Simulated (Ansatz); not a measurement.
**Question.** Name a neutral molecule of N, Nb, O and H with LUMO energy (PBE0/def2-TZVPP) between -0.40 and -0.10 eV and HOMO–LUMO gap (ωB97M-V/def2-TZVPP) between 9.75 and 10.05 eV (Ansatz, PBE0-D4/def2-TZVP geometry).

**Answer.** `[NH2][Nb]([NH2])([NH2])=[O]` (-0.33 eV, 9.94 eV). Other molecules can fit too; these were computed, each in one conformer that needn't be the lowest.
